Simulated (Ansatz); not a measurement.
`CCC(F)CC(F)CC(F)CC(C)F` with charge -1. The state is a doublet with charge -1. Geometry r2SCAN-D4/def2-SVP, that of the neutral singlet.

Cartesian coordinates in Å:
```
C 0.152 3.826 2.786
C 0.692 2.420 3.021
C 0.004 1.354 2.187
F 0.464 0.103 2.620
C 0.266 1.441 0.695
C -0.443 0.343 -0.073
F -1.827 0.521 0.091
C -0.134 0.326 -1.556
C -0.993 -0.659 -2.337
F -0.637 -0.553 -3.677
C -0.884 -2.116 -1.903
C 0.526 -2.631 -1.659
C 0.591 -4.130 -1.465
F 1.329 -2.288 -2.747
H 0.346 4.179 1.761
H 0.621 4.546 3.474
H -0.937 3.869 2.954
H 0.559 2.134 4.078
H 1.777 2.376 2.819
H -1.088 1.371 2.366
H 1.353 1.366 0.516
H -0.071 2.417 0.308
H -0.201 -0.629 0.394
H 0.928 0.075 -1.713
H -0.295 1.332 -1.981
H -2.051 -0.353 -2.260
H -1.474 -2.259 -0.981
H -1.366 -2.725 -2.687
H 0.967 -2.126 -0.777
H 0.189 -4.645 -2.351
H 1.632 -4.451 -1.316
H 0.003 -4.433 -0.585
```

At PBE-D4/def2-SVP, PBE0-D4/def2-SVP the highest occupied level of the charge -1 doublet lies above zero (up to 3.97 eV). By energy differences it is unbound by 2.32 eV (vertical, against the charge 0 singlet, at PBE-D4/def2-SVP) and held by the finite basis. At PBE-D4/def2-SVP the gap within one spin of the charge -1 doublet nearly closes, so an electron or hole may be smeared out by delocalisation error.

**Question.** Estimate the α-spin orbital energies around the gap (eV) in Ansatz with PBE-D4/def2-SVP, PBE0-D4/def2-SVP.

**Answer.** 
| orbital | PBE-D4/def2-SVP | PBE0-D4/def2-SVP |
| --- | --- | --- |
| HOMO−5 | -4.24 | -5.97 |
| HOMO−4 | -3.92 | -5.62 |
| HOMO−3 | -3.77 | -5.43 |
| HOMO−2 | -3.61 | -5.22 |
| HOMO−1 | -3.43 | -5.04 |
| HOMO | 3.97 | 3.91 |
| LUMO | 3.97 | 4.50 |
| LUMO+1 | 4.37 | 5.19 |
| LUMO+2 | 4.52 | 5.39 |
| LUMO+3 | 4.74 | 5.63 |
| LUMO+4 | 4.83 | 5.69 |
| LUMO+5 | 4.99 | 6.00 |
| β HOMO | -3.41 | -5.01 |
| β LUMO | 4.14 | 4.94 |
